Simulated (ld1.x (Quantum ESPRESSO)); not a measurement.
# Te (Z = 52): excitation energies, all-electron against PAW

tellurium, PAW, made with ld1.x (Quantum ESPRESSO) 7.5 (PBE, scalar-relativistic). Core [Kr], reference 4d10 5s2 5p3.5 (charge +0.5). Waves: 5s (bound): rcut 1.60, rcutus 1.90 bohr; 5s channel at -1.1 Ry: rcut 1.60, rcutus 1.90 bohr; 5p (bound): rcut 1.90, rcutus 2.05 bohr; 5p channel at 0.05 Ry: rcut 1.90, rcutus 2.05 bohr; 4d (bound): rcut 1.05, rcutus 1.15 bohr; 4d channel at -2.95 Ry: rcut 1.05, rcutus 1.15 bohr. Local part: all-electron potential smoothed inside 2.05 bohr (lloc = -1). Core correction: a·sin(br)/r model core, default radius (ld1.x builds one for every PAW set, though the input has nlcc=.false.). Augmentation charge: BG, radius 0.85 bohr.

Energies are relative to the spin-unpolarised reference configuration 4d10 5s2 5p3.5; without spin polarisation the order of configurations can differ from experiment. Not all tests gave a result: test run stopped at test 5 of 7 (negative rho).

```
valence configuration  charge  ΔE all-electron (eV)  error AE − PS (meV)
         4d10 5s2 5p3      +1                 5.831                 -1.1
         4d10 5s2 5p2      +2                23.756                 -5.1
       4d10 5s2 5p4.3    -0.3                -5.366                 +1.0
```

Q: What are ΔE and the potential's error for 4d10 5s2 5p4?

A: ΔE = -3.897 eV all-electron; the error (AE − PS) is +0.7 meV.
